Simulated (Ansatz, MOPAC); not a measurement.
System: CsBr (charge 0, singlet). SMILES: [Br][Cs]

Atoms: Cs1, Br2. Bonds: Cs1-Br2.

Bond lengths (Å) and angles (degrees) optimised at AM1 with MOPAC; PM3 with MOPAC; HF/3-21G with Ansatz (an electronic-structure program); PBE/LANL2DZ with Ansatz, each started from the B3LYP-D3(BJ)/def2-TZVP structure (Ansatz) of the last column. A row stands for all coordinates that are equal there.

| coordinate | AM1 | PM3 | HF/3-21G | PBE/LANL2DZ | B3LYP-D3(BJ)/def2-TZVP |
|---|---|---|---|---|---|
| Cs1-Br2 | 3.064 | 3.073 | 3.353 | 3.361 | 3.137 |

Mean signed difference of all 1 bond lengths from B3LYP-D3(BJ)/def2-TZVP: AM1 -0.074 Å, PM3 -0.065 Å, HF/3-21G 0.216 Å, PBE/LANL2DZ 0.224 Å.
